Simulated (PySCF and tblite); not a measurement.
Results of a calculation; reference values are marked as such.
System: 2,3-dimethylphenol, C8H10O, numbered as in [CH3:1][c:2]1[cH:3][cH:4][cH:5][c:6]([OH:7])[c:8]1[CH3:9].

Motion: rotation about the C6–O7 bond (torsion C5–C6–O7–H from -180° to 0°, rising). GFN2-xTB gives an electronic barrier of 4.0 kcal/mol and a reaction energy of -1.3 kcal/mol.

What does PBE0/pcSseg-1 + D3(BJ) give on GFN2-xTB geometries?

A barrier of 2.7 kcal/mol, 1.3 below the tight-binding barrier (from unrounded values), a reaction energy of -0.8 kcal/mol and, with GFN2-xTB thermal terms, ΔG‡(298 K) = 2.0 kcal/mol and k = 4.1×10¹¹ s⁻¹ (2 equivalent paths).

Programs: tblite and PySCF.
